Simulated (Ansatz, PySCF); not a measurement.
This singlet lies 1.46 eV below the relaxed triplet at the level frozen-core CCSD(T)/cc-pVTZ // B3LYP-D3(BJ)/def2-TZVP (Ansatz, a first-principles code).

B3LYP has the VWN-RPA correlation part, as in Gaussian. 

## CH$_{2}$GeO$_{2}$, SMILES `O=[CH][Ge][OH]` (lower singlet; O–C–Ge–O torsion 0°, C–Ge–O–H torsion 0°) (charge 0, multiplicity 1)

Method: PySCF 2.14.0 with B3LYP-D3(BJ)/def2-TZVP.

The HOMO is -6.31 eV. The dipole moment is 2.44 D. The HOMO–LUMO gap is 3.09 eV. The LUMO comes out as -3.22 eV, the total energy is -2266.8834 Ha and the cost is very roughly 40 core-seconds.

```xyz
6

O     -0.7964     1.0605    -0.2134
C     -0.9725    -0.1222    -0.0252
Ge     0.7697    -1.3672     0.1229
O      1.7902     0.0660    -0.1261
H     -2.0202    -0.4962     0.0597
H      1.2292     0.8591    -0.2347
```
Charge 0, spin multiplicity 1.
